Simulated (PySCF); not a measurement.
Input file for PySCF: R-MP2/6-31G* on CH4O (SMILES CO) with ghost functions, monomers drawn apart or pushed together.

```python
from pyscf import gto, scf, dft, mp
from pyscf.data.elements import chemcore

mol = gto.M(
    atom='''
    C     0.56061858   -0.27753152   -0.17024474
    O    -0.53156918   -0.25314928    0.75536856
    H     0.20021335   -0.23209696   -1.20030305
    H     1.07562891   -1.22291512   -0.01576277
    H     1.26091662    0.54109299    0.01286204
    H    -1.01019897    0.57794457    0.66183339
    ghost-Br    0.78201175   -0.39939270    3.51005332
    ghost-H    0.08965962   -0.36558911    2.22662653
    ''',
    basis='6-31g*',
    cart=True,
    charge=0, spin=0, verbose=3, max_memory=1800)
mf = scf.RHF(mol)
mf.conv_tol = 1e-8
mf.max_cycle = 100
mf.kernel()
if not mf.converged:
    mf = mf.newton().run(mf.mo_coeff, mf.mo_occ)
pt = mp.MP2(mf, frozen=chemcore(mol)).run()
```

Task: What total energy does the run end on?

Result: -115.3493 hartree.
